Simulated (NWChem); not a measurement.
System: KOH; SMILES [OH][K]

All runs: NWChem. Pople sets run with spherical d functions. The geometry was optimised at B3LYP/6-31G* (spherical d). B3LYP is NWChem's, with the RPA form of VWN correlation. Vertical excitations in the gas phase; the lowest state need not have the same character in each row.

For level Hartree-Fock/6-31+G*, CIS:

lowest excitation, singlet (eV): 5.15
oscillator strength of that lowest state: 0.030
orbital gap (eV): 8.44

Estimate the same quantities for level B3LYP/6-31+G*, TDA.


| Property | Result |
|---|---|
| lowest excitation, singlet (eV) | 2.47 |
| oscillator strength of that lowest state | 0.008 |
| orbital gap (eV) | 3.21 |
